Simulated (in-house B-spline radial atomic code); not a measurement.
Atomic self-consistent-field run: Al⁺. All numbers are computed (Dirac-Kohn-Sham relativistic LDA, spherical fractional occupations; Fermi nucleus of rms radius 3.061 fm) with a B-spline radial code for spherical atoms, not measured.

Command:
```bash
python run_scf.py task.json out
```
Settings (nuclear radius in fm, mass in u):
```
Z                13
configuration    [Ne] 3s2
hamiltonian      dirac
method           lda_x_rel,vwn
spin_polarised   False
nucleus          fermi
rms_radius       3.061
atomic_mass      26.98154
speed_of_light   137.035999084
```

Output (hartree, bohr):
```
 radial grid: 75 intervals, B-splines of order 8, outer radius 40.5882 bohr

 iter        energy (Eh)    residual
    1        -241.046719    1.62e-01
    2        -241.302952    8.87e-02
    3        -241.449442    1.46e-02
    4        -241.454356    2.06e-03
    5        -241.454454    1.70e-03
    6        -241.454514    9.44e-05
    7        -241.454514    5.81e-06
    8        -241.454514    3.59e-08

 total energy                      -241.45451
 kinetic                             241.5320
 electron-nucleus                   -574.8502
 Hartree                             109.0485
 exchange-correlation                -17.1848

 first-order corrections (not in the total)
   Gaunt                             0.0448
   retardation                      -0.0029
   frequency dependence             -0.0000
   self-energy                       0.0290
   Uehling                          -0.0017
   Wichmann-Kroll                    0.0000
   recoil                            0.0042

 orbital      occ     eigenvalue          <r>       <r^2>       <1/r>       <r^4>     <1/r^2>       r_max    small
 1s1/2      2.000       -55.5169      0.12071   0.0196281     12.5781 0.000998686     321.643     0.07869  2.09e-03
 2s1/2      2.000        -4.2544     0.629105    0.474991     2.33198     0.42511     22.9107      0.4983  2.85e-04
 2p1/2      2.000        -2.8804     0.602618    0.462346     2.21648     0.49144     7.06262      0.4263  2.64e-04
 2p3/2      4.000        -2.8642     0.604873    0.465663     2.20611    0.498191     6.96566      0.4279  2.63e-04
 3s1/2      2.000        -0.5480       2.3682     6.47515    0.570795      68.881     1.97216       1.998  3.47e-05
```

Run time, properties included: 0.99 s on 1 thread of Arm Neoverse V1 (shared host).

For the Dirac Hamiltonian the kinetic term is c α·p + (β - 1)c².
